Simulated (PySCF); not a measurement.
Radial density of In²⁺ (indium, charge +2)

HSE06, [Kr] 4d9 5s1 5p1, one real determinant (an excited configuration). Computed with PySCF 2.14 in aug-cc-pwCVTZ-PP with ECP28MDF, with a scalar-relativistic core potential. This is the valence pseudo-density: the core potential removes the inner electrons and smooths the orbitals near the nucleus.

```json
{"r (bohr)": "0.00929", "4πr²ρ (e/bohr)": "1.215e-05", "4πr²(ρα − ρβ)": "0.0000"}
{"r (bohr)": "0.0156", "4πr²ρ (e/bohr)": "2.796e-05", "4πr²(ρα − ρβ)": "0.0000"}
{"r (bohr)": "0.0263", "4πr²ρ (e/bohr)": "5.395e-05", "4πr²(ρα − ρβ)": "0.0000"}
{"r (bohr)": "0.0442", "4πr²ρ (e/bohr)": "0.0001081", "4πr²(ρα − ρβ)": "0.0000"}
{"r (bohr)": "0.0743", "4πr²ρ (e/bohr)": "0.0003899", "4πr²(ρα − ρβ)": "0.0000"}
{"r (bohr)": "0.125", "4πr²ρ (e/bohr)": "0.003676", "4πr²(ρα − ρβ)": "0.0003"}
{"r (bohr)": "0.210", "4πr²ρ (e/bohr)": "0.05554", "4πr²(ρα − ρβ)": "0.0049"}
{"r (bohr)": "0.354", "4πr²ρ (e/bohr)": "1.183", "4πr²(ρα − ρβ)": "0.0884"}
{"r (bohr)": "0.595", "4πr²ρ (e/bohr)": "13.53", "4πr²(ρα − ρβ)": "0.7974"}
{"r (bohr)": "1.00", "4πr²ρ (e/bohr)": "18.23", "4πr²(ρα − ρβ)": "0.9910"}
{"r (bohr)": "1.68", "4πr²ρ (e/bohr)": "4.208", "4πr²(ρα − ρβ)": "1.1190"}
{"r (bohr)": "2.83", "4πr²ρ (e/bohr)": "0.8666", "4πr²(ρα − ρβ)": "0.7586"}
{"r (bohr)": "4.76", "4πr²ρ (e/bohr)": "0.05193", "4πr²(ρα − ρβ)": "0.0517"}
{"r (bohr)": "8.01", "4πr²ρ (e/bohr)": "6.278e-05", "4πr²(ρα − ρβ)": "0.0001"}
```

⟨L²⟩ = 8.01 against 12 for a pure F term, so this real determinant mixes terms. Energies and moments cover only the electrons outside the core potential.
